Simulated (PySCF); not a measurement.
Cl₅Nb, SMILES [Cl][Nb-]([Cl])([Cl])([Cl])[Cl] (connectivity only; charge and spin as stated), charge -1, multiplicity 2.

Coordinates come from a B3LYP-D3(BJ)/def2-SVPD optimisation. A frequency run showed that this geometry is not a minimum. The multiplicity is an assumed one; other spin states were not compared. The def2 effective core potentials stand for the cores of Nb; spin–orbit coupling is left out.

These are PBE/def2-SVPD in PySCF values and carry that method's errors.

Isolated molecule, no solvent.

### Question
Estimate the frontier levels, dipole moment and polarisability. (Estimate from the structure and the level; the computed values follow.)

### Answer

| Property | Result |
|---|---|
| α spin, highest occupied and lowest empty level | -0.51 and -0.36 eV |
| β spin, highest occupied and lowest empty level | -3.05 and 0.00 eV |
| dipole moment about the centre of nuclear charge | 0.63 D |
| mean static polarisability | 154.3 bohr³ (22.86 Å³) |
| polarisability, principal values | 128.6, 159.0, 175.2 bohr³ |
| ⟨S²⟩ | 0.754 (pure state 0.75) |
